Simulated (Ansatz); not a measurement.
The first iterations of a band of GeH4O2 (7 atoms, charge 0, multiplicity 1).

The calculation used RKS PBE-D4/def2-SVP (Ansatz 0.2.0).

```json
{"movable images": "5", "climbing image": "yes", "spring": "5.0 eV/Å²", "optimiser": "quadratic models (default)", "start path": "through a guess of the saddle point", "force threshold": "0.03 eV/Å", "iteration limit": "60", "end points": "relaxed"}
```

First end point:

```xyz
7
Properties=species:S:1:pos:R:3
Ge 0.307 -0.046 -0.001
O 0.568 0.011 1.777
H -0.234 -0.248 2.267
H 1.708 0.129 -0.607
O -0.634 1.372 -0.585
H -1.590 1.254 -0.431
H -0.446 -1.360 -0.379
```

Last end point:

```xyz
7
Properties=species:S:1:pos:R:3
Ge 0.055 -0.180 -0.877
O 0.874 0.200 1.317
H 0.613 -0.616 1.788
H 1.848 0.148 1.248
O -0.933 1.351 -0.972
H -1.743 1.286 -0.434
H -1.036 -1.078 -0.029
```

| iteration | highest image above the first end (eV) | largest band force component (eV/Å) |
| --- | --- | --- |
| 1 | 4.323 | 4.917 |
| 2 | 2.765 | 2.054 |
| 3 | 2.334 | 1.225 |
| 4 | 2.143 | 0.628 |

Does the band converge within its limit, and where does its top end?

The run converged. It ended after 12 iterations with the highest image 2.161 eV above the first end. Neighbouring images differ by up to 1.7 eV, so the band resolves the path poorly. A vibrational analysis at the climbing image gives one clearly imaginary mode, 1173i cm⁻¹: a first-order saddle point. The orbitals stay closed-shell, which can raise the energy where a bond breaks towards radicals; this wasn't checked here.

Run time: 110 s on 1 thread of Arm Neoverse V2 (shared host), peak memory 0.14 GiB.
